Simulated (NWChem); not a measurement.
BeGeH3Cl; SMILES [Be]([Cl])[GeH3]

```xyz
6

Be     0.0000     0.0000     0.7923
Cl     0.0000     0.0000     2.6136
Ge     0.0000     0.0000    -1.3937
H     -1.2074     0.7658    -1.9743
H      1.2669     0.6627    -1.9743
H     -0.0595    -1.4285    -1.9743
```
Atoms are numbered in this order, from 1.

Results from NWChem. Structure relaxed at the PBE0/def2-SVP level. Vertical excitations in the gas phase; the lowest state need not have the same character in each row.

```
level                       lowest excitation, singlet (eV)  oscillator strength of that lowest state  orbital gap (eV)
--------------------------  -------------------------------  ----------------------------------------  ----------------
PBE/def2-SVP, TDA                                      5.87                                     0.071              5.25
B3LYP/def2-SVP, TDA                                       ?                                         ?                 ?
Hartree-Fock/def2-SVP, CIS                             6.83                                     0.132             12.78
PBE0/def2-SVP, TDA                                     6.18                                     0.092              7.19
```

### Question
Complete the blanks.

### Answer

- B3LYP/def2-SVP, TDA, lowest excitation, singlet (eV): 6.11
- B3LYP/def2-SVP, TDA, oscillator strength of that lowest state: 0.085
- B3LYP/def2-SVP, TDA, orbital gap (eV): 6.80
